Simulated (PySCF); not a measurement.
```xyz
4
charge 0 multiplicity 1, angstrom
Hf    0.0000    0.0570   -0.1228
O     0.0000   -0.5638    1.4997
H     1.5181   -0.6811   -0.9112
H    -1.5181   -0.6811   -0.9112
```

These are results of PBE0/[Hf def2-TZVP with ECP60, O def2-TZVP, H def2-TZVP], scalar-relativistic core potentials, density fitting, no spin–orbit coupling, PySCF, not measurements.

This geometry of H2HfO is a stationary point at this level.

Problem. What is the point group?

Solution. Cs.

Problem. Is it a minimum?

Solution. Yes: all harmonic wavenumbers are real.

Problem. Which band is strongest in the infrared?

Solution. 1666 cm⁻¹ (a''), 398 km/mol.

Problem. What are the dipole moment and the gap between the highest occupied and lowest empty levels?

Solution. 5.89 D and 5.14 eV.

Problem. Give the ideal-gas entropy at 298.15 K and 1 bar by parts.

Solution. translation 174.8, rotation 88.5, vibration 8.1, spin 0.0; total 271.5 J/(mol K).

Only a few start shapes were tried, so a lower isomer may exist. No spin–orbit coupling is included, which matters more the heavier the element.
